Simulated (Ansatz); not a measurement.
Basis sets compared for [HoCl6]3- (HoCl6³⁻). Total charge -3; quintet. Geometry r2SCAN-D4/def2-SVP. Ansatz on 4 threads of Arm Neoverse V2 on a shared host; times are rough, and most runs start from earlier orbitals.

```xyz
7

Ho    0.0012    0.0009    0.0006
Cl   -2.3498    0.1272    1.3203
Cl    2.3511   -0.1245   -1.3210
Cl    0.3618   -2.5187    0.8991
Cl   -0.3646    2.5176   -0.9020
Cl    1.2729    0.9643    2.1769
Cl   -1.2727   -0.9667   -2.1740
```

In the def2 sets Ho takes a core potential; there is no spin–orbit coupling. With an open 4f shell the SCF may have ended on a state above the lowest. A multiply charged anion in the gas phase is held together partly by the finite basis. At PBE-D4/def2-SVP, PBE-D4/def2-TZVP, PBE0-D4/def2-SVP, PBE0-D4/def2-TZVP the highest occupied level of the charge -3 quintet lies above zero (up to 5.80 eV). The electron is either unbound and held by the finite basis, or the level is raised by self-interaction error.

```csv
level,functions,energy (Eh),HOMO (eV),LUMO (eV),wall time
PBE-D4/def2-SVP,185,-3707.9503,5.80,7.31,50 s
PBE0-D4/def2-SVP,185,-3708.0074,4.28,10.69,80 s
```

Task: Estimate the rows for PBE-D4/def2-TZVP, PBE0-D4/def2-TZVP (with forces).

Result: 
| level | functions | energy (Eh) | HOMO (eV) | LUMO (eV) | wall time |
| --- | --- | --- | --- | --- | --- |
| PBE-D4/def2-TZVP | 314 | -3708.9842 | 4.88 | 6.27 | 2.5 min |
| PBE0-D4/def2-TZVP (with forces) | 314 | -3709.0176 | 3.46 | 9.77 | 16 min |
